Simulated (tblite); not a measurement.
Record of a relaxation.

Species: C3H3BF2Se.
Numbering: `[F:1][BH:2][C:3]1=[C:4]([F:5])[CH2:6][Se:7]1` (hydrogens: H8 on B2; H9, H10 on C6)

Computed with GFN2-xTB (tblite), gas phase: L-BFGS steps from a force-field or distance-geometry start until the largest atomic force falls under 0.01 eV/Å. 10 of its 30 geometries are shown.

Step 0: E = -592.9873 eV, largest atomic force 4.453 eV/Å
```
atom  x, y, z in Å  |  force x, y, z in eV/Å
F1      2.752    0.160   -1.487   -1.997  -1.296   2.424
B2      1.940   -0.412   -0.441    1.349   0.835  -1.490
C3      0.467    0.020   -0.242    0.690  -0.762   0.529
C4     -0.518   -0.355    0.658    1.429   0.457  -1.236
F5     -0.515   -1.246    1.706   -0.099   1.245  -1.426
C6     -1.582    0.531    0.116   -3.022  -1.280   3.010
Se7    -0.629    1.303   -1.232    2.148   0.384  -1.488
H8      2.424   -1.218    0.295   -0.021   0.429  -0.536
H9     -1.890    1.280    0.873   -0.407  -0.388  -0.219
H10    -2.438   -0.058   -0.267   -0.069   0.376   0.431
```

Step 3: E = -593.7555 eV, largest atomic force 0.543 eV/Å
```
atom  x, y, z in Å  |  force x, y, z in eV/Å
F1      2.688    0.122   -1.414   -0.005   0.079  -0.100
B2      1.969   -0.404   -0.458   -0.204  -0.254   0.435
C3      0.507   -0.001   -0.239    0.121   0.143  -0.244
C4     -0.482   -0.332    0.613   -0.030   0.164  -0.183
F5     -0.514   -1.192    1.641    0.151   0.224  -0.344
C6     -1.645    0.488    0.199    0.142   0.193  -0.284
Se7    -0.555    1.299   -1.264    0.265  -0.276   0.182
H8      2.427   -1.196    0.267    0.315  -0.120  -0.021
H9     -1.921    1.276    0.884   -0.394  -0.083   0.274
H10    -2.465   -0.056   -0.251   -0.359  -0.070   0.284
```

Step 6: E = -593.8255 eV, largest atomic force 0.423 eV/Å
```
atom  x, y, z in Å  |  force x, y, z in eV/Å
F1      2.673    0.120   -1.405   -0.068  -0.096   0.151
B2      1.967   -0.422   -0.430    0.296   0.029  -0.189
C3      0.520    0.008   -0.257   -0.087  -0.081   0.139
C4     -0.480   -0.309    0.584   -0.077   0.048  -0.009
F5     -0.497   -1.166    1.602    0.061  -0.093   0.074
C6     -1.652    0.505    0.183   -0.128   0.113  -0.064
Se7    -0.520    1.280   -1.261   -0.174   0.286  -0.259
H8      2.466   -1.212    0.265    0.185  -0.130   0.069
H9     -1.966    1.259    0.909   -0.060  -0.170  -0.068
H10    -2.501   -0.058   -0.213    0.051   0.093   0.157
```

Step 10: E = -593.8400 eV, largest atomic force 0.074 eV/Å
```
atom  x, y, z in Å  |  force x, y, z in eV/Å
F1      2.673    0.115   -1.399    0.058  -0.033   0.014
B2      1.978   -0.431   -0.426   -0.025  -0.010   0.014
C3      0.520    0.006   -0.255   -0.001   0.040  -0.045
C4     -0.487   -0.301    0.579    0.030   0.000  -0.009
F5     -0.490   -1.165    1.596   -0.028   0.014  -0.005
C6     -1.657    0.515    0.175    0.004  -0.018   0.020
Se7    -0.528    1.297   -1.277   -0.046  -0.025   0.052
H8      2.492   -1.224    0.267    0.052   0.002  -0.025
H9     -1.983    1.246    0.912   -0.015   0.036   0.009
H10    -2.509   -0.052   -0.195   -0.028  -0.006  -0.024
```

Step 13: E = -593.8413 eV, largest atomic force 0.048 eV/Å
```
atom  x, y, z in Å  |  force x, y, z in eV/Å
F1      2.681    0.109   -1.396    0.021  -0.023   0.016
B2      1.979   -0.434   -0.425    0.025   0.023  -0.034
C3      0.520    0.009   -0.259   -0.012   0.000   0.004
C4     -0.485   -0.300    0.578   -0.025   0.009   0.000
F5     -0.492   -1.163    1.595    0.010   0.000  -0.004
C6     -1.659    0.513    0.179   -0.022   0.026  -0.018
Se7    -0.537    1.299   -1.275   -0.004  -0.021   0.028
H8      2.502   -1.225    0.264   -0.008   0.002  -0.001
H9     -1.987    1.248    0.913    0.005  -0.009   0.002
H10    -2.513   -0.052   -0.195    0.010  -0.006   0.008
```

Step 16: E = -593.8415 eV, largest atomic force 0.019 eV/Å
```
atom  x, y, z in Å  |  force x, y, z in eV/Å
F1      2.685    0.107   -1.395    0.017  -0.001  -0.008
B2      1.980   -0.433   -0.426   -0.006  -0.002   0.007
C3      0.520    0.010   -0.259    0.004  -0.003   0.001
C4     -0.486   -0.299    0.577    0.004   0.000  -0.002
F5     -0.492   -1.163    1.594    0.002   0.002  -0.003
C6     -1.661    0.514    0.178    0.002  -0.006   0.006
Se7    -0.539    1.298   -1.273    0.004   0.010  -0.013
H8      2.502   -1.225    0.263   -0.015   0.004   0.001
H9     -1.987    1.248    0.913   -0.006   0.000   0.007
H10    -2.513   -0.052   -0.195   -0.006  -0.006   0.004
```

Step 19: E = -593.8416 eV, largest atomic force 0.021 eV/Å
```
atom  x, y, z in Å  |  force x, y, z in eV/Å
F1      2.688    0.105   -1.395   -0.005  -0.003   0.007
B2      1.980   -0.432   -0.427    0.002   0.002  -0.006
C3      0.520    0.010   -0.260   -0.002   0.015  -0.015
C4     -0.486   -0.298    0.577    0.009   0.000  -0.002
F5     -0.491   -1.163    1.594    0.001  -0.001   0.001
C6     -1.661    0.514    0.179    0.004  -0.001  -0.001
Se7    -0.539    1.299   -1.274   -0.005   0.000   0.003
H8      2.501   -1.224    0.263   -0.007  -0.006   0.010
H9     -1.988    1.248    0.914    0.000  -0.006  -0.002
H10    -2.514   -0.053   -0.194    0.003   0.002   0.005
```

Step 23: E = -593.8417 eV, largest atomic force 0.024 eV/Å
```
atom  x, y, z in Å  |  force x, y, z in eV/Å
F1      2.694    0.102   -1.394   -0.004   0.000   0.002
B2      1.980   -0.431   -0.428   -0.006  -0.008   0.010
C3      0.520    0.013   -0.264    0.003  -0.009   0.012
C4     -0.483   -0.297    0.575   -0.006   0.007  -0.005
F5     -0.489   -1.162    1.592    0.017   0.007  -0.015
C6     -1.661    0.513    0.179    0.000   0.001  -0.002
Se7    -0.542    1.301   -1.275   -0.016   0.003   0.003
H8      2.494   -1.225    0.266   -0.005   0.002   0.000
H9     -1.990    1.245    0.916    0.010   0.002   0.001
H10    -2.513   -0.055   -0.190    0.007  -0.005  -0.007
```

Step 26: E = -593.8418 eV, largest atomic force 0.015 eV/Å
```
atom  x, y, z in Å  |  force x, y, z in eV/Å
F1      2.698    0.099   -1.392    0.000  -0.002   0.001
B2      1.979   -0.432   -0.428   -0.006   0.000   0.006
C3      0.521    0.016   -0.266   -0.006   0.006  -0.004
C4     -0.482   -0.296    0.573   -0.001  -0.002   0.001
F5     -0.485   -1.161    1.589    0.013  -0.007   0.003
C6     -1.661    0.513    0.179   -0.009  -0.001   0.005
Se7    -0.546    1.303   -1.275    0.008   0.005  -0.010
H8      2.487   -1.226    0.269    0.004  -0.003   0.000
H9     -1.990    1.243    0.917    0.003   0.011   0.009
H10    -2.512   -0.057   -0.189   -0.006  -0.009  -0.010
```

Step 29: E = -593.8419 eV, largest atomic force 0.008 eV/Å
```
atom  x, y, z in Å  |  force x, y, z in eV/Å
F1      2.700    0.097   -1.390   -0.001  -0.003   0.003
B2      1.978   -0.432   -0.427    0.001   0.004  -0.004
C3      0.520    0.018   -0.268   -0.004   0.004  -0.003
C4     -0.481   -0.295    0.572    0.000  -0.002   0.002
F5     -0.480   -1.160    1.587    0.005  -0.004   0.004
C6     -1.662    0.513    0.180   -0.001   0.000   0.000
Se7    -0.548    1.305   -1.276    0.003  -0.003   0.002
H8      2.484   -1.227    0.271    0.001  -0.001   0.000
H9     -1.989    1.243    0.919   -0.003  -0.002  -0.004
H10    -2.512   -0.059   -0.189   -0.001   0.006   0.001
```

Q: Summarise the path.

A: The energy falls by 82.46 kJ/mol from step 0 to step 29; nine tenths of that is first reached at step 4. It falls at every step. The largest force goes from 4.453 to 0.008 eV/Å. Among the bonds C6–Se7 changes most, from 1.822 to 1.996 Å; the atoms move by 0.102 Å rms after alignment.

Q: Follow the three bonds and two angles with the largest change from start to end.

A: 
| step | E above end (kJ/mol) | largest force (eV/Å) | C6–Se7 (Å) | F1–B2 (Å) | C4–F5 (Å) | C3–C4–C6 (°) | C4–C6–Se7 (°) |
| --- | --- | --- | --- | --- | --- | --- | --- |
| 0 | 82.46 | 4.453 | 1.822 | 1.442 | 1.376 | 96.4 | 98.5 |
| 1 | 31.35 | 1.949 | 1.919 | 1.363 | 1.367 | 100.5 | 94.1 |
| 3 | 8.34 | 0.543 | 1.996 | 1.307 | 1.342 | 105.3 | 90.0 |
| 4 | 5.18 | 0.530 | 2.004 | 1.316 | 1.333 | 106.4 | 88.8 |
| 5 | 3.30 | 0.454 | 2.000 | 1.320 | 1.332 | 106.7 | 88.1 |
| 6 | 1.59 | 0.423 | 1.992 | 1.320 | 1.331 | 106.8 | 87.7 |
| 8 | 0.38 | 0.190 | 1.993 | 1.314 | 1.334 | 107.0 | 88.0 |
| 9 | 0.25 | 0.093 | 1.996 | 1.313 | 1.335 | 107.2 | 88.0 |
| 10 | 0.18 | 0.074 | 1.999 | 1.314 | 1.335 | 107.3 | 88.1 |
| 11 | 0.13 | 0.090 | 2.000 | 1.315 | 1.334 | 107.4 | 88.1 |
| 13 | 0.06 | 0.048 | 1.998 | 1.315 | 1.334 | 107.4 | 88.1 |
| 14 | 0.04 | 0.025 | 1.996 | 1.315 | 1.335 | 107.4 | 88.0 |
| 15 | 0.04 | 0.023 | 1.995 | 1.315 | 1.335 | 107.4 | 88.0 |
| 16 | 0.04 | 0.019 | 1.995 | 1.314 | 1.334 | 107.4 | 88.0 |
| 18 | 0.03 | 0.020 | 1.996 | 1.315 | 1.334 | 107.5 | 88.0 |
| 19 | 0.03 | 0.021 | 1.997 | 1.315 | 1.334 | 107.5 | 88.0 |
| 20 | 0.03 | 0.016 | 1.997 | 1.315 | 1.335 | 107.5 | 88.0 |
| 21 | 0.02 | 0.020 | 1.997 | 1.315 | 1.335 | 107.5 | 88.0 |
| 23 | 0.02 | 0.024 | 1.997 | 1.315 | 1.335 | 107.4 | 88.0 |
| 24 | 0.01 | 0.021 | 1.996 | 1.314 | 1.335 | 107.4 | 88.0 |
| 25 | 0.01 | 0.017 | 1.995 | 1.314 | 1.334 | 107.5 | 88.0 |
| 26 | 0.01 | 0.015 | 1.995 | 1.314 | 1.334 | 107.5 | 88.0 |
| 28 | 0.00 | 0.016 | 1.996 | 1.315 | 1.334 | 107.5 | 88.0 |
| 29 | 0.00 | 0.008 | 1.996 | 1.314 | 1.334 | 107.5 | 88.0 |

The cost below is that of the whole relaxation. Hardware: Intel Xeon Platinum 8375C at 2.90 GHz, one thread, no GPU, shared host with 48 logical CPUs at a one-minute load of 25. Cost: 0.16 s wall.
